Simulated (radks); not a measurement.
All-electron atom: the antimony ion Sb2+ in [Kr] 4d9.5 5s2 5p1 6p0.5 (fractional occupations, a model configuration). Calculated with a radial shooting solver on a logarithmic mesh with Libxc functionals: scalar-relativistic Kohn-Sham, PBE, spin-unpolarised, spherical densities, finite nucleus; Fermi nuclear charge, rms radius 4.6802 fm.

Local quantities along the radius. ELF = 1/(1 + alpha^2) is the electron localisation function; alpha = (tau - tau_W)/tau_unif compares the Pauli kinetic energy density with that of the uniform gas; s = |grad rho|/(2 (3 pi^2)^(1/3) rho^(4/3)) is the reduced gradient; -r V(r) is the screened charge that the Kohn-Sham potential presents (atomic units); 4 pi r^2 rho is in e/bohr. tau is taken from the large components.

| r (bohr) | ELF | alpha | s | -r V(r) | 4 pi r^2 rho |
|---|---|---|---|---|---|
| 0.001568 | 0.999 | 0.02345 | 0.6375 | 50.64 | 3.671 |
| 0.002142 | 0.999 | 0.02457 | 0.5766 | 50.49 | 6.177 |
| 0.002926 | 0.999 | 0.02686 | 0.5374 | 50.28 | 10.17 |
| 0.003966 | 0.999 | 0.03080 | 0.5167 | 50.01 | 16.08 |
| 0.005418 | 0.999 | 0.03784 | 0.5117 | 49.63 | 24.74 |
| 0.007401 | 0.997 | 0.05057 | 0.5232 | 49.12 | 36.07 |
| 0.01003 | 0.994 | 0.07451 | 0.5520 | 48.46 | 48.58 |
| 0.0137 | 0.984 | 0.1272 | 0.6022 | 47.57 | 60.03 |
| 0.01872 | 0.939 | 0.2553 | 0.6714 | 46.41 | 65.81 |
| 0.02558 | 0.744 | 0.5867 | 0.7287 | 44.94 | 63.53 |
| 0.03466 | 0.405 | 1.213 | 0.6607 | 43.13 | 57.91 |
| 0.04736 | 0.337 | 1.403 | 0.4013 | 40.86 | 59.91 |
| 0.06469 | 0.595 | 0.8257 | 0.2831 | 38.18 | 74.50 |
| 0.08838 | 0.756 | 0.5687 | 0.3868 | 34.99 | 84.78 |
| 0.1198 | 0.588 | 0.8375 | 0.5215 | 31.40 | 73.16 |
| 0.1636 | 0.316 | 1.472 | 0.3775 | 27.32 | 59.03 |
| 0.2236 | 0.584 | 0.8444 | 0.2211 | 23.14 | 67.30 |
| 0.3054 | 0.766 | 0.5520 | 0.4331 | 18.94 | 64.01 |
| 0.4139 | 0.429 | 1.154 | 0.7227 | 15.09 | 34.32 |
| 0.5655 | 0.259 | 1.690 | 0.2788 | 11.51 | 21.68 |
| 0.7725 | 0.746 | 0.5829 | 0.3148 | 8.496 | 24.84 |
| 1.047 | 0.664 | 0.7121 | 0.6327 | 6.075 | 16.52 |
| 1.43 | 0.326 | 1.439 | 0.8952 | 4.441 | 6.691 |
| 1.954 | 0.342 | 1.386 | 0.9553 | 3.562 | 2.863 |
| 2.67 | 0.453 | 1.100 | 1.544 | 3.029 | 1.106 |
| 3.618 | 0.019 | 7.280 | 2.377 | 2.712 | 0.2788 |
| 4.943 | 0.027 | 5.989 | 1.016 | 2.583 | 0.1487 |
| 6.753 | 0.101 | 2.990 | 2.630 | 2.451 | 0.08337 |
| 9.225 | 0.016 | 7.925 | 8.135 | 2.339 | 0.01261 |
| 12.5 | 0.000 | 66.05 | 36.92 | 2.128 | 0.0003849 |

On this mesh the ELF has minima near r = 0.041, 0.16, 0.49, 1.7, 4.2 bohr, which separate the shells, and maxima near 0.088 (0.76), 0.31 (0.77), 0.90 (0.75), 2.3 (0.46), 6.8 (0.10).
